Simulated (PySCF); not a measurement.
BH2O3, SMILES [O]B(O)O, multiplicity 2. Atoms are numbered in the order given.

```xyz
6

O      0.0000     0.0000     1.4340
B      0.0000     0.0000     0.0512
O      0.0000    -1.2385    -0.5437
O      0.0000     1.2385    -0.5437
H      0.0000    -1.2169    -1.5148
H      0.0000     1.2169    -1.5148
```
Charge 0, spin multiplicity 2.

Geometry optimised at PBE-D3(BJ)/def2-SVP. The geometry has at least one imaginary mode, so it is a saddle point at that level. The isomer is the one that the SMILES or the coordinates give; other isomers of the formula were not compared. One conformer was computed; it need not be the lowest.

Calculation: PBE0/def2-TZVPD (PySCF).

| Item | Value |
|---|---|
| total energy | -251.63338 hartree |
| point group | C2v |
| α spin, highest occupied and lowest empty level | -9.84 and -0.75 eV |
| β spin, highest occupied and lowest empty level | -9.27 and -4.39 eV |
| dipole moment | 3.82 D |
| quadrupole, principal values (traceless, Buckingham form, about the centre of nuclear charge) | -4.77, -1.21, 5.99 D·Å |
| mean static polarisability | 26.4 bohr³ (3.91 Å³) |
| polarisability, principal values | 21.2, 27.3, 30.6 bohr³ |
| ⟨S²⟩ | 0.753 (pure state 0.75) |
